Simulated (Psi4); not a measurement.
C4H10O2, charge -1, doublet, at the geometry of the source list (a state made from the parent by changing its charge; the spin is typed, not shown lowest) (a gas-phase anion, which may not be bound at this level), with bond 9-1 at 1.25 times its length; HF/STO-3G (Psi4 1.11).

Psi4 was given this input:
```
memory 2 GB

molecule {
-1 2
C     2.71370000    0.69860000   -0.02800000
O     1.44120000    0.34540000    0.44290000
C     0.72900000   -0.46100000   -0.46200000
C    -0.67420000   -0.70520000    0.07440000
O    -1.47700000    0.41840000   -0.18900000
C    -2.76110000    0.31140000    0.36370000
H     3.33360000   -0.19090000   -0.20480000
H     3.17080000    1.31310000    0.74430000
H     2.63470000    1.41297500   -1.19612500
H     1.24560000   -1.42710000   -0.59160000
H     0.65550000    0.03230000   -1.44200000
H    -1.10360000   -1.59660000   -0.41340000
H    -0.61520000   -0.89110000    1.15660000
H    -3.29860000   -0.55590000   -0.04340000
H    -2.72020000    0.21420000    1.45580000
H    -3.28990000    1.22420000    0.09910000
}

set {
  basis sto-3g
  reference uhf
  stability_analysis check
  scf_type pk
}

energy('scf')
print_variables()
```

Question: Predict the main parts of the log of this Psi4 run.

Answer: 
```
   => Loading Basis Set <=

    Name: STO-3G
    Role: ORBITAL
    Keyword: BASIS

         ---------------------------------------------------------
                                   SCF
               by Justin Turney, Rob Parrish, Andy Simmonett
                          and Daniel G. A. Smith
                              UHF Reference
         ---------------------------------------------------------

  ==> Geometry <==

    Molecular point group: c1
    Full point group: C1

    Geometry (in Angstrom), charge = -1, multiplicity = 2:

       Center              X                  Y                   Z               Mass
    ------------   -----------------  -----------------  -----------------  -----------------
         C            2.718929583752     0.588971221815    -0.061301207701    12.000000000000
         O            1.446429583752     0.235771221815     0.409598792299    15.994914619570
         C            0.734229583752    -0.570628778185    -0.495301207701    12.000000000000
         C           -0.668970416248    -0.814828778185     0.041098792299    12.000000000000
         O           -1.471770416248     0.308771221815    -0.222301207701    15.994914619570
         C           -2.755870416248     0.201771221815     0.330398792299    12.000000000000
         H            3.338829583752    -0.300528778185    -0.238101207701     1.007825032230
         H            3.176029583752     1.203471221815     0.710998792299     1.007825032230
         H            2.639929583752     1.303346221815    -1.229426207701     1.007825032230
         H            1.250829583752    -1.536728778185    -0.624901207701     1.007825032230
         H            0.660729583752    -0.077328778185    -1.475301207701     1.007825032230
         H           -1.098370416248    -1.706228778185    -0.446701207701     1.007825032230
         H           -0.609970416248    -1.000728778185     1.123298792299     1.007825032230
         H           -3.293370416248    -0.665528778185    -0.076701207701     1.007825032230
         H           -2.714970416248     0.104571221815     1.422498792299     1.007825032230
         H           -3.284670416248     1.114571221815     0.065798792299     1.007825032230

  Running in c1 symmetry.

  Rotational constants: A =      0.37575  B =      0.05008  C =      0.04774 [cm^-1]
  Rotational constants: A =  11264.58320  B =   1501.43629  C =   1431.11749 [MHz]
  Nuclear repulsion =  255.559996668152110

  Charge       = -1
[...]
  Energy and wave function converged.

    Wavefunction stable under totally symmetric rotations.
    Lowest totally symmetric eigenvalue: 0.116142
    Lowest UHF->UHF stability eigenvalues:
       A 0.116142

    Stability analysis over.

  ==> Post-Iterations <==

   @Spin Contamination Metric:   4.796440993E-03
   @S^2 Expected:                7.500000000E-01
   @S^2 Observed:                7.547964410E-01
   @S   Expected:                5.000000000E-01
   @S   Observed:                5.000000000E-01

    Orbital Energies [Eh]
    ---------------------

    Alpha Occupied:

[...]
    Alpha Virtual:

[...]
    Beta Occupied:

[...]
      25A      0.064440

    Beta Virtual:

[...]
    Final Occupation by Irrep:
              A
    DOCC [    25 ]
    SOCC [     1 ]
    NA   [    26 ]
    NB   [    25 ]

  @UHF Final Energy:  -302.65508084214332

   => Energetics <=

    Nuclear Repulsion Energy =            255.5599966681521096
    One-Electron Energy =                -932.6285458356840081
    Two-Electron Energy =                 374.4134683253886351
    Total Energy =                       -302.6550808421433203

  UHF NO Occupations:
  HONO-2 :   24  A 1.9994456
  HONO-1 :   25  A 1.9987639
  HONO-0 :   26  A 1.0000000
  LUNO+0 :   27  A 0.0012361
  LUNO+1 :   28  A 0.0005544
  LUNO+2 :   29  A 0.0004555
  LUNO+3 :   30  A 0.0001275

Computation Completed

Properties will be evaluated at   0.000000,   0.000000,   0.000000 [a0]

Properties computed using the SCF density matrix

 Multipole Moments:

 ------------------------------------------------------------------------------------
     Multipole            Electronic (a.u.)      Nuclear  (a.u.)        Total (a.u.)
 ------------------------------------------------------------------------------------

 L = 1.  Multiply by 2.5417464519 to convert [e a0] to [Debye]
 Dipole X            :         -4.4857980            0.0608099           -4.4249882
 Dipole Y            :         -0.4638517           -1.4608791           -1.9247307
 Dipole Z            :          1.6808076           -0.7195801            0.9612275
 Magnitude           :                                                    4.9202710

 ------------------------------------------------------------------------------------

  Variable Map:
  ----------------------------------------------------------------------------
[...]
  Array Variable Map:
  ----------------------------------------------------------------------------
[...]
[...]
```
